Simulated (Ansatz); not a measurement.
`C[Si](C)(F)[GaH2]` + `CC[SiH3]` → `C[Si](C)(C)F` + `[SiH3][CH2][GaH2]` at 500 K and 1 bar (redistribution).

Program: Ansatz. Geometries: PBE0-D4/def2-TZVP. ΔE: electronic, gas phase. CBS: MP2 limit from def2 TZ/QZ plus the TZ coupled-cluster correction, frozen cores. For Ga outer-core shells are correlated without core-valence functions, which leaves a few kJ/mol of doubt a bond. Scalar relativity is left out up to krypton.

```
            species  CCSD(T)/CBS energy (Eh)  H − E (kJ/mol)  S (J/(mol·K))
`C[Si](C)(F)[GaH2]`              -2393.80779           296.8          486.8
         `CC[SiH3]`               -369.99568           274.2          352.5
     `C[Si](C)(C)F`               -508.56386           353.1          431.4
`[SiH3][CH2][GaH2]`              -2255.26496           212.8          399.6
```

H − E and S are ideal-gas, rigid-rotor, harmonic terms from PBE0-D4/def2-TZVP. 1 Eh = 2625.50 kJ/mol, R = 8.31446 J/(mol·K).

**Question.** By hand: ΔE, ΔH, ΔS and ΔG.

**Answer.** ΔE = (-508.56386) + (-2255.26496) − (-2393.80779) − (-369.99568) = -0.02535 Eh = -66.6 kJ/mol. Δ(H − E) = 353.1 + 212.8 − 296.8 − 274.2 = -5.1, so ΔH = -71.7 kJ/mol. ΔS = 431.4 + 399.6 − 486.8 − 352.5 = -8.3 J/(mol·K). ΔG = -71.7 − 500 × (-8.3)/1000 = -67.5 kJ/mol.

**Question.** By hand: the equilibrium constant, and the temperature at which ΔG would vanish if ΔH and ΔS stayed fixed.

**Answer.** log₁₀ K = −ΔG/(RT ln 10) = 7.1. ΔG = 0 at ΔH/ΔS = 8639 K, far beyond where these terms or the molecules hold.

The number of gas molecules stays the same, so ΔS is small and ΔH decides. A doubt of 5 kJ/mol in ΔE shifts log₁₀ K by 0.5 here. Modes under 60 cm⁻¹, often nearly free rotors, make the harmonic entropy too high. These are equilibria of isolated gas molecules and say nothing of rates. Largest T1 diagnostic: 0.012 (customary marks: 0.02 for closed shells, 0.045 for open ones).
